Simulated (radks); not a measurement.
Q: Spherical quantum dot in the effective-mass picture: electrons in a parabolic well V = omega^2 r^2 / 2 with omega = 4.1, all in effective atomic units (hartree* = m*/eps^2 hartree, bohr* = eps/m* bohr), one dielectric constant everywhere. Method: non-relativistic Kohn-Sham, LDA (Slater exchange, Perdew-Wang correlation), spin-polarised, spherical densities; computed with a radial shooting solver with Libxc functionals. Levels are named by radial order and angular momentum (1s, 1p, 1d, 2s, ...), and open shells are averaged over m. Results are scaled to m* = 0.516 and eps = 7.1, for which hartree* = 278.5 meV and bohr* = 0.7281 nm. At N = 16 the configuration is 1s2 1p6 1d(up 5, down 3). Does electron 17 go into 1d down or 2s down or 2s up?

A: Into 1d down. The total energies of the other choices lie higher by 60.1 meV (2s up), 75.0 meV (2s down).
